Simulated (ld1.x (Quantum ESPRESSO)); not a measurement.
# Transferability test, PAW potential for aluminium (Al)

ld1.x (Quantum ESPRESSO) 7.5 input, shortened:

```
&input
   title='Al', zed=13., rel=1, dft='PW91', iswitch=3,
   config='[Ne] 3s1 3p0 3d-2'
 /
 &inputp
   pseudotype=3, lpaw=.true., tm=.true., lloc=2,
   nlcc=.true., new_core_ps=.true., rcore=1.55,
   which_augfun='PSQ', rmatch_augfun_nc=.true.
 /
5
3S  1  0   1.00   0.00  1.90  2.25  0.0
3S  1  0   0.00  -0.10  1.90  2.25  0.0
3P  2  1   0.00   0.00  1.85  2.35  0.0
3P  2  1   0.00   1.05  1.85  2.35  0.0
3D  3  2  -2.00   0.10  1.95  1.95  0.0
 &test
   configts(1)='3s1 3p0'
 /
```

Energies are relative to the spin-unpolarised reference configuration 3s1 3p0; without spin polarisation the order of configurations can differ from experiment.

Give the all-electron excitation energy and the error of the potential for: 3s2 3p1; 3s2 3p0; 3s2 3p0.5; 3s0 3p3; 3s2 3p1.3; 3s1 3p1; 3s1 3p2.

```json
{"valence configuration": "3s2 3p1", "charge": "0", "ΔE all-electron (eV)": "-25.081", "error AE − PS (meV)": "-16"}
{"valence configuration": "3s2 3p0", "charge": "+1", "ΔE all-electron (eV)": "-19.278", "error AE − PS (meV)": "-11"}
{"valence configuration": "3s2 3p0.5", "charge": "+0.5", "ΔE all-electron (eV)": "-22.977", "error AE − PS (meV)": "-15"}
{"valence configuration": "3s0 3p3", "charge": "0", "ΔE all-electron (eV)": "-14.612", "error AE − PS (meV)": "-2.7"}
{"valence configuration": "3s2 3p1.3", "charge": "-0.3", "ΔE all-electron (eV)": "-25.664", "error AE − PS (meV)": "-16"}
{"valence configuration": "3s1 3p1", "charge": "+1", "ΔE all-electron (eV)": "-13.465", "error AE − PS (meV)": "-4.6"}
{"valence configuration": "3s1 3p2", "charge": "0", "ΔE all-electron (eV)": "-19.931", "error AE − PS (meV)": "-8.0"}
```

Levels in the configuration 3s1 3p1:

```json
{"level": "3s", "all-electron (eV)": "-15.657", "pseudo (eV)": "-15.646"}
{"level": "3p", "all-electron (eV)": "-9.791", "pseudo (eV)": "-9.785"}
```
